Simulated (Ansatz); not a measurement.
Basis sets compared for Li2Al4. Charge 0, multiplicity 1. Geometry r2SCAN-D4/def2-SVP. Ansatz on 4 threads of AMD EPYC 7B13 on a shared host; times are rough, and most runs start from earlier orbitals.

```xyz
6

Li    0.314    2.995   -0.596
Li    1.395   -1.307   -0.828
Al    0.598    0.887    1.094
Al   -1.428   -1.728   -0.348
Al   -0.918    0.627   -1.044
Al    0.039   -1.475    1.721
```

B3LYP takes the VWN-RPA correlation. The restricted singlet is unstable towards broken spin symmetry in Hartree–Fock (as tested in another run); at PBE-D4/def2-SVP, PBE-D4/def2-TZVPD, r2SCAN-D4/def2-TZVP, r2SCAN-D4/def2-TZVPD and others this wasn't settled. The structure comes from a short search, and lower isomers may exist.

Binding counts from free atoms (Li doublet, Al doublet) in the same basis, without a counterpoise term.

```csv
level,functions,energy (Eh),HOMO (eV),LUMO (eV),binding per atom (eV),wall time
PBE-D4/def2-SVP,90,-983.8699,-3.82,-2.74,1.79,1.5 s
PBE-D4/def2-TZVP,176,-984.2263,-3.75,-2.68,1.78,2.4 s
r2SCAN-D4/def2-TZVP (with forces),176,-984.6710,-3.85,-2.61,1.77,6 s
B3LYP-D4/6-31G,70,-984.7546,-4.15,-2.17,1.40,1.6 s
B3LYP-D4/def2-TZVP,176,-984.8741,-4.14,-2.13,1.53,3.9 s
PBE0-D4/def2-SVP,90,-983.9528,-4.43,-2.19,1.71,1.7 s
PBE0-D4/def2-TZVP,176,-984.3041,-4.36,-2.12,1.70,3.3 s
```

**Question.** Estimate the rows for PBE-D4/def2-TZVPD, r2SCAN-D4/def2-TZVPD, PBE0-D4/def2-TZVPD.

**Answer.** 
```json
{"level": "PBE-D4/def2-TZVPD", "functions": "206", "energy (Eh)": "-984.2272", "HOMO (eV)": "-3.74", "LUMO (eV)": "-2.67", "binding per atom (eV)": "1.78", "wall time": "3.6 s"}
{"level": "r2SCAN-D4/def2-TZVPD", "functions": "206", "energy (Eh)": "-984.6720", "HOMO (eV)": "-3.84", "LUMO (eV)": "-2.60", "binding per atom (eV)": "1.77", "wall time": "6.5 s"}
{"level": "PBE0-D4/def2-TZVPD", "functions": "206", "energy (Eh)": "-984.3050", "HOMO (eV)": "-4.35", "LUMO (eV)": "-2.11", "binding per atom (eV)": "1.70", "wall time": "4.4 s"}
```
